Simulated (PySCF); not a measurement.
## Broadened absorption spectrum of C4H9ClO2S

Species: C4H9ClO2S.
SMILES: `CC(C)(C)S(=O)(=O)Cl`

Computed with TDDFT PBE0/def2-SVPD, vertical, gas phase, core orbitals frozen in the response (PySCF 2.14.0, density-fitted response routines). Isolated species at its PBE0-D3(BJ)/def2-SVP geometry, gas phase. Torsions of this conformer, `[CH3:1][C:2]([CH3:3])([CH3:4])[S:5](=[O:6])(=[O:7])[Cl:8]`: C1–C2–S5–O6 175°.

Broadening: Gaussians 0.5 eV wide at half height, area fixed by f = 4.319×10⁻⁹ ∫ε dν̃. The width is an assumption, not a result. The curve ends short of the highest state used, and states not computed would add to its high-energy end.

E (eV), ε (L mol⁻¹ cm⁻¹) and a bar:
```
     4.65          0 
     4.78          3 
     4.90         11 
     5.03         40 
     5.16        106 
     5.28        221 #
     5.41        516 ##
     5.54       1308 ####
     5.66       2717 #########
     5.79       4495 ##############
     5.92       5228 #################
     6.04       4346 ##############
     6.17       2501 ########
     6.30       1002 ###
     6.42        321 #
     6.55        111 
     6.67        198 #
     6.80        666 ##
     6.93       1912 ######
     7.05       4106 #############
     7.18       7236 #######################
     7.31       9462 ##############################
     7.43       9162 #############################
     7.56       6466 #####################
```

(1) Locate the maxima and give the states behind the curve.

(2) On this curve, what absorbance would a 10⁻⁴ mol/L sample give at 193 nm over a 1 cm path?

(3) Coming from long wavelengths, where does ε first pass 100 L mol⁻¹ cm⁻¹?

Results:

(1) 210 nm (5.91 eV), ε about 5200, made up of S2 (14%) and S3 (85%); 169 nm (7.36 eV), ε about 9700, made up of S6 (42%) and S8 (56%) (ε in L mol⁻¹ cm⁻¹; maxima over ε = 5, shares over 10%). The states used: S1 5.40 eV (f 0.0034); S2 5.88 eV (f 0.013); S3 5.91 eV (f 0.082); S4 6.09 eV (f 0.0019); S5 7.02 eV (f 0.0074); S6 7.28 eV (f 0.081); S7 7.37 eV (f 0.0019); S8 7.42 eV (f 0.105); S9 8.01 eV (f 0.0009); S10 8.16 eV (f 0.0001).

(2) 193 nm is 6.424 eV, where ε is about 310 L mol⁻¹ cm⁻¹, so A = ε c l ≈ 0.031 (Beer–Lambert, with the gas-phase spectrum and the assumed width).

(3) At about 241 nm (5.15 eV), 0.25 eV below S1.

The vertical ionisation energy (ΔSCF) is 10.98 eV, 2.82 eV above S10.
